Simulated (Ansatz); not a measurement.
## Molecular dynamics of C4H13NO2Si

Input:

```yaml
crystal:
  periodic: [false, false, false]
  atoms:
    - { symbol: Si, position_ang: [-0.327525, 0.034604, 0.143243] }
    - { symbol: "N", position_ang: [0.06898, 0.114659, 1.744661] }
    - { symbol: C, position_ang: [-0.746038, -0.188649, 2.87362] }
    - { symbol: H, position_ang: [-0.345233, -0.162936, 3.885942] }
    - { symbol: H, position_ang: [-1.390618, 0.760889, 2.905932] }
    - { symbol: H, position_ang: [-1.467113, -0.915851, 2.727108] }
    - { symbol: C, position_ang: [1.472081, 0.470621, 2.222255] }
    - { symbol: H, position_ang: [2.101227, -0.331005, 2.448003] }
    - { symbol: H, position_ang: [1.928376, 0.960033, 1.385428] }
    - { symbol: H, position_ang: [1.4495, 1.185609, 3.079889] }
    - { symbol: O, position_ang: [1.164889, -0.218344, -0.543477] }
    - { symbol: C, position_ang: [1.952159, -1.311596, -0.097204] }
    - { symbol: H, position_ang: [1.26803, -2.238351, -0.028963] }
    - { symbol: H, position_ang: [2.842898, -1.386809, -0.788557] }
    - { symbol: H, position_ang: [2.398913, -1.11959, 0.918658] }
    - { symbol: H, position_ang: [-0.956427, 1.213409, -0.434886] }
    - { symbol: O, position_ang: [-1.251791, -1.083001, -0.3571] }
    - { symbol: C, position_ang: [-1.723166, -2.422225, -0.617757] }
    - { symbol: H, position_ang: [-2.279309, -3.000672, 0.317013] }
    - { symbol: H, position_ang: [-2.434016, -2.362589, -1.42851] }
    - { symbol: H, position_ang: [-0.79202, -2.921589, -0.812021] }
basis:
  gaussian: { orbitals: "6-31G*" }
hamiltonian:
  xc: hf
md:
  timestep: 0.5
  n_steps: 100
  ensemble: nvt_langevin
  temperature: 2000.0
  initial_velocities: maxwell_boltzmann
  seed: 180770
  friction: 0.05
```

Launched with:

```bash
$ ansatz run input.yaml --threads 4 --pin off --max-ram 5120MiB --backend cpu --events-out ev --progress --plain --runs-dir out
```

It goes on from the last frame of an earlier run, with new velocities.

Output, in part (one step line in 2, the closing report, with atoms numbered from 0):

```
md step     0: t =     0.00 fs  T =  1904.8 K  F+E_penalty+E_count = -17745.08210285 eV  E_kin = 5.170400 eV  (35 SCF iters)
md step     2: t =     1.00 fs  T =  1657.2 K  F+E_penalty+E_count = -17744.25199709 eV  E_kin = 4.498538 eV  (33 SCF iters)
md step     4: t =     2.00 fs  T =  1580.4 K  F+E_penalty+E_count = -17743.15398118 eV  E_kin = 4.290017 eV  (32 SCF iters)
md step     6: t =     3.00 fs  T =  1442.3 K  F+E_penalty+E_count = -17742.45623189 eV  E_kin = 3.915155 eV  (33 SCF iters)
md step     8: t =     4.00 fs  T =  1402.0 K  F+E_penalty+E_count = -17742.32575806 eV  E_kin = 3.805754 eV  (33 SCF iters)
md step    10: t =     5.00 fs  T =  1626.8 K  F+E_penalty+E_count = -17742.70491138 eV  E_kin = 4.415988 eV  (33 SCF iters)
md step    12: t =     6.00 fs  T =  2007.6 K  F+E_penalty+E_count = -17743.33363523 eV  E_kin = 5.449563 eV  (33 SCF iters)
md step    14: t =     7.00 fs  T =  1699.8 K  F+E_penalty+E_count = -17743.17425426 eV  E_kin = 4.613949 eV  (33 SCF iters)
md step    16: t =     8.00 fs  T =  1385.7 K  F+E_penalty+E_count = -17742.41513750 eV  E_kin = 3.761358 eV  (33 SCF iters)
md step    18: t =     9.00 fs  T =  1705.5 K  F+E_penalty+E_count = -17742.33316942 eV  E_kin = 4.629574 eV  (33 SCF iters)
md step    20: t =    10.00 fs  T =  1877.0 K  F+E_penalty+E_count = -17742.85529349 eV  E_kin = 5.095138 eV  (33 SCF iters)
md step    22: t =    11.00 fs  T =  1959.9 K  F+E_penalty+E_count = -17743.66616379 eV  E_kin = 5.320084 eV  (32 SCF iters)
md step    24: t =    12.00 fs  T =  2112.5 K  F+E_penalty+E_count = -17743.95333639 eV  E_kin = 5.734296 eV  (32 SCF iters)
md step    26: t =    13.00 fs  T =  1874.8 K  F+E_penalty+E_count = -17743.68518240 eV  E_kin = 5.089077 eV  (33 SCF iters)
md step    28: t =    14.00 fs  T =  1733.6 K  F+E_penalty+E_count = -17743.20848456 eV  E_kin = 4.705702 eV  (33 SCF iters)
md step    30: t =    15.00 fs  T =  1404.9 K  F+E_penalty+E_count = -17742.90876620 eV  E_kin = 3.813490 eV  (33 SCF iters)
md step    32: t =    16.00 fs  T =  1876.2 K  F+E_penalty+E_count = -17743.10895329 eV  E_kin = 5.092927 eV  (32 SCF iters)
md step    34: t =    17.00 fs  T =  2208.3 K  F+E_penalty+E_count = -17743.61120677 eV  E_kin = 5.994226 eV  (33 SCF iters)
md step    36: t =    18.00 fs  T =  2066.4 K  F+E_penalty+E_count = -17743.05713198 eV  E_kin = 5.609295 eV  (32 SCF iters)
md step    38: t =    19.00 fs  T =  1703.2 K  F+E_penalty+E_count = -17741.60477040 eV  E_kin = 4.623391 eV  (33 SCF iters)
md step    40: t =    20.00 fs  T =  1880.9 K  F+E_penalty+E_count = -17741.78876956 eV  E_kin = 5.105642 eV  (33 SCF iters)
md step    42: t =    21.00 fs  T =  2425.8 K  F+E_penalty+E_count = -17742.78507901 eV  E_kin = 6.584863 eV  (37 SCF iters)
md step    44: t =    22.00 fs  T =  2128.8 K  F+E_penalty+E_count = -17742.99145067 eV  E_kin = 5.778623 eV  (33 SCF iters)
md step    46: t =    23.00 fs  T =  2243.0 K  F+E_penalty+E_count = -17742.94802841 eV  E_kin = 6.088475 eV  (33 SCF iters)
md step    48: t =    24.00 fs  T =  2026.0 K  F+E_penalty+E_count = -17742.61098866 eV  E_kin = 5.499447 eV  (33 SCF iters)
md step    50: t =    25.00 fs  T =  1974.8 K  F+E_penalty+E_count = -17742.30817137 eV  E_kin = 5.360439 eV  (33 SCF iters)
md step    52: t =    26.00 fs  T =  1939.1 K  F+E_penalty+E_count = -17742.60316030 eV  E_kin = 5.263573 eV  (33 SCF iters)
md step    54: t =    27.00 fs  T =  2281.1 K  F+E_penalty+E_count = -17743.34793262 eV  E_kin = 6.191885 eV  (33 SCF iters)
md step    56: t =    28.00 fs  T =  2656.7 K  F+E_penalty+E_count = -17744.06721101 eV  E_kin = 7.211459 eV  (33 SCF iters)
md step    58: t =    29.00 fs  T =  2905.6 K  F+E_penalty+E_count = -17743.95141914 eV  E_kin = 7.887115 eV  (33 SCF iters)
md step    60: t =    30.00 fs  T =  2202.1 K  F+E_penalty+E_count = -17742.78349789 eV  E_kin = 5.977413 eV  (33 SCF iters)
md step    62: t =    31.00 fs  T =  1889.1 K  F+E_penalty+E_count = -17742.04986605 eV  E_kin = 5.127965 eV  (33 SCF iters)
md step    64: t =    32.00 fs  T =  2033.6 K  F+E_penalty+E_count = -17742.51190933 eV  E_kin = 5.520256 eV  (33 SCF iters)
md step    66: t =    33.00 fs  T =  2360.9 K  F+E_penalty+E_count = -17743.55039468 eV  E_kin = 6.408514 eV  (33 SCF iters)
md step    68: t =    34.00 fs  T =  2444.4 K  F+E_penalty+E_count = -17743.55854239 eV  E_kin = 6.635098 eV  (33 SCF iters)
md step    70: t =    35.00 fs  T =  2165.2 K  F+E_penalty+E_count = -17742.72612618 eV  E_kin = 5.877465 eV  (33 SCF iters)
md step    72: t =    36.00 fs  T =  1945.2 K  F+E_penalty+E_count = -17742.18478893 eV  E_kin = 5.280234 eV  (33 SCF iters)
md step    74: t =    37.00 fs  T =  2117.6 K  F+E_penalty+E_count = -17742.26604182 eV  E_kin = 5.748198 eV  (33 SCF iters)
md step    76: t =    38.00 fs  T =  2176.1 K  F+E_penalty+E_count = -17742.90826506 eV  E_kin = 5.907014 eV  (33 SCF iters)
md step    78: t =    39.00 fs  T =  2089.6 K  F+E_penalty+E_count = -17743.34744831 eV  E_kin = 5.672139 eV  (33 SCF iters)
md step    80: t =    40.00 fs  T =  1950.2 K  F+E_penalty+E_count = -17743.29814450 eV  E_kin = 5.293666 eV  (33 SCF iters)
md step    82: t =    41.00 fs  T =  1802.6 K  F+E_penalty+E_count = -17743.03953778 eV  E_kin = 4.893135 eV  (33 SCF iters)
md step    84: t =    42.00 fs  T =  1813.3 K  F+E_penalty+E_count = -17742.96976995 eV  E_kin = 4.922250 eV  (33 SCF iters)
md step    86: t =    43.00 fs  T =  2071.1 K  F+E_penalty+E_count = -17743.25944154 eV  E_kin = 5.621995 eV  (33 SCF iters)
md step    88: t =    44.00 fs  T =  2126.9 K  F+E_penalty+E_count = -17743.80612269 eV  E_kin = 5.773349 eV  (36 SCF iters)
md step    90: t =    45.00 fs  T =  2100.1 K  F+E_penalty+E_count = -17744.14151183 eV  E_kin = 5.700736 eV  (33 SCF iters)
md step    92: t =    46.00 fs  T =  2229.9 K  F+E_penalty+E_count = -17744.19671330 eV  E_kin = 6.052847 eV  (33 SCF iters)
md step    94: t =    47.00 fs  T =  2170.3 K  F+E_penalty+E_count = -17743.94345013 eV  E_kin = 5.891239 eV  (33 SCF iters)
md step    96: t =    48.00 fs  T =  2055.4 K  F+E_penalty+E_count = -17743.59093588 eV  E_kin = 5.579180 eV  (33 SCF iters)
md step    98: t =    49.00 fs  T =  2041.3 K  F+E_penalty+E_count = -17743.36537643 eV  E_kin = 5.541111 eV  (33 SCF iters)
md step   100: t =    50.00 fs  T =  2213.1 K  F+E_penalty+E_count = -17743.27210249 eV  E_kin = 6.007347 eV  (36 SCF iters)
Total energy: -17743.27210249 eV, -652.0532229445 hartree
Atom 0 at    -0.063461     0.152390     0.121604 Å, force    -4.933465     0.135214    -0.465966 eV/Å
Atom 1 at     0.161272     0.405504     1.824277 Å, force    -2.342117    -0.122146    -0.139706 eV/Å
Atom 2 at    -0.643684     0.002444     3.122963 Å, force     5.115586    -1.205311     0.273365 eV/Å
Atom 3 at     0.002028     0.400464     4.127969 Å, force    -2.260925    -0.664692    -3.365672 eV/Å
Atom 4 at    -1.657967     0.331484     3.157496 Å, force    -0.275726    -0.046507    -0.275190 eV/Å
Atom 5 at    -0.459471    -1.136924     3.180362 Å, force    -1.286551     2.034315     0.124742 eV/Å
Atom 6 at     1.534373     0.674836     2.099749 Å, force    -1.683290    -0.121455     3.459288 eV/Å
Atom 7 at     1.637654    -0.135335     2.901048 Å, force     2.033825     2.333815    -0.592478 eV/Å
Atom 8 at     2.100290     0.456368     1.290287 Å, force     2.127618    -1.062061    -2.333081 eV/Å
Atom 9 at     1.696717     1.768285     2.237470 Å, force     0.270277    -1.111194     1.315528 eV/Å
Atom 10 at     1.133235    -0.470149    -0.802820 Å, force     0.421920    -0.934217    -0.454465 eV/Å
Atom 11 at     1.907976    -1.675020    -0.751597 Å, force     1.426367     1.911987    -2.864488 eV/Å
Atom 12 at     1.477023    -2.225368    -0.051144 Å, force    -1.684943    -3.173371     2.884646 eV/Å
Atom 13 at     2.043637    -2.308824    -1.716678 Å, force    -0.829819     1.974280     1.554499 eV/Å
Atom 14 at     2.882104    -1.407437    -0.386291 Å, force     0.433649     0.035917    -0.206337 eV/Å
Atom 15 at    -0.388025     1.415780    -0.763830 Å, force     0.531326    -1.258847     1.371406 eV/Å
Atom 16 at    -1.615327    -0.777294     0.107317 Å, force     3.071019    -1.469811    -1.279644 eV/Å
Atom 17 at    -1.776421    -1.878078    -0.855271 Å, force    -1.915111    -0.065915    -1.018401 eV/Å
Atom 18 at    -2.031151    -3.037468    -0.472120 Å, force     1.861904     3.552556    -0.210633 eV/Å
Atom 19 at    -2.836876    -1.677802    -1.312765 Å, force     2.689032    -0.146479     0.180524 eV/Å
Atom 20 at    -0.883704    -1.832838    -1.660933 Å, force    -2.770574    -0.596079     2.042061 eV/Å
Dipole moment:     0.476439    -0.455939     0.231970 e Å
```

The run went to its last step. A run of 0.05 ps of so small a system gives no equilibrium averages.

The same pairs are bonded in the first frame and the last. Pairs count as bonded within 1.25 times the sum of covalent radii (0.12 Å more for H–H).

Last frame:

```xyz
21
Properties=species:S:1:pos:R:3
Si -0.064 0.152 0.122
N 0.161 0.406 1.824
C -0.644 0.002 3.123
H 0.002 0.401 4.128
H -1.658 0.332 3.158
H -0.460 -1.137 3.180
C 1.534 0.675 2.100
H 1.638 -0.135 2.901
H 2.100 0.456 1.290
H 1.697 1.768 2.237
O 1.133 -0.470 -0.803
C 1.908 -1.675 -0.752
H 1.477 -2.225 -0.051
H 2.044 -2.309 -1.717
H 2.882 -1.407 -0.386
H -0.388 1.416 -0.764
O -1.615 -0.777 0.107
C -1.776 -1.878 -0.855
H -2.031 -3.038 -0.472
H -2.837 -1.678 -1.313
H -0.884 -1.833 -1.661
```

The run took 4 min on 4 threads of Arm Neoverse V2, on a shared host, peak memory 0.47 GiB.
